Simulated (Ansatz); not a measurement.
Reactions of `N[SiH2]O[Si](N)(F)F`.

Gas-phase electronic energies from Ansatz, PBE0-D4/def2-TZVP geometries. CBS: MP2 limit from def2 TZ/QZ plus the TZ coupled-cluster correction, frozen cores. This one scheme is used for every species, atoms too. No spin–orbit coupling; open shells (•) take unrestricted orbitals. Spin–orbit coupling would lower the free atoms: a little for F, O, Si. One conformer a species, not always the lowest.

Problem. Order these by ΔE at CCSD(T)/CBS, lowest first. (Best estimate.)
A. `N[SiH2]O[Si](N)(F)F` → `N[Si]([O])(F)F`• + `N[SiH2]`•
B. `N[SiH2]O[Si](N)(F)F` → 2 F• + 6 H• + 2 N• + O• + 2 Si•
C. `N[SiH2]O[Si](N)(F)F` + H₂ → `N[SiH2]O[SiH](N)F` + H–F
D. `N[SiH2]O[Si](N)(F)F` + `OC(F)Cl` → `N[SiH2]O[SiH](N)F` + `OC(F)(F)Cl`
E. `N[SiH2]O[Si](N)(F)F` + `N[SiH](F)S` → `N[SiH2]S[SiH](N)F` + `N[Si](O)(F)F`
F. `N[SiH2]O[Si](N)(F)F` + `C[SiH2]O` → `C[SiH2]O[SiH2]N` + `N[Si](O)(F)F`
G. `N[SiH2]O[Si](N)(F)F` → `N[Si](O)(F)F` + `N[SiH]`

Solution. F (-0.01 eV), E (+0.55 eV), C (+1.44 eV), D (+2.21 eV), G (+2.95 eV), A (+6.24 eV), B (+53.46 eV).

Largest T1 diagnostic: 0.023, for `N[Si]([O])(F)F`•.
